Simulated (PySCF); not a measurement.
C6H7FNO (doublet state).
Cartesian coordinates in Å at the GFN2-xTB level; atoms count from 1:
```
atom  x, y, z in Å
F1     0.3312    1.1735    1.9034
C2     0.9813    0.6212    0.8830
C3     0.5418   -0.0482   -0.2368
C4    -0.8451   -0.3154   -0.6421
C5    -1.8959   -0.5971    0.3990
C6    -1.9234    0.6939   -0.3501
C7     1.6963   -0.4308   -0.9087
N8     2.8203    0.0852   -0.2408
O9     2.3616    0.6823    0.9553
H10   -0.9111   -0.8578   -1.5763
H11   -2.6421   -1.3437    0.1745
H12   -1.5960   -0.5750    1.4350
H13   -2.6878    0.8455   -1.0966
H14   -1.6413    1.5915    0.1772
H15    1.8241   -0.9561   -1.8285
H16    3.5785   -0.5602   -0.0173
```

The hyperfine couplings belong to this conformer and change with its torsions.

As a line formula: `FC1=C(C2CC2)[CH]NO1` [radical].

Level of theory: UKS B3LYP, pcH-1 on C F H N O, non-relativistic, mean-field spin-orbit, GIAO in PySCF. Isolated species at its GFN2-xTB geometry (one conformer only). A GFN2-xTB geometry isn't a minimum of the functional, and hyperfine couplings can be far from their values at a DFT geometry. The SCF solution wasn't tested for stability.

The largest Mulliken spin populations are on C7 (+0.54), C2 (+0.42), C3 (-0.19) and N8 (+0.11). The angles at C7 add up to 359.8°, so it is planar.

Q: McConnell's relation a(H) = Q·ρ ties the coupling of a proton on a planar π carbon to the spin population of that carbon. What Q do the computed values give?

A: 
```
  H   C    ρ(C)  a(H) (G)  a/ρ (G)
H15  C7  +0.542    -13.84    -25.5
```

One proton gives one ratio, Q = -25.5 G, and no test of linearity.

Couplings in gauss use g_iso = 2.0037.
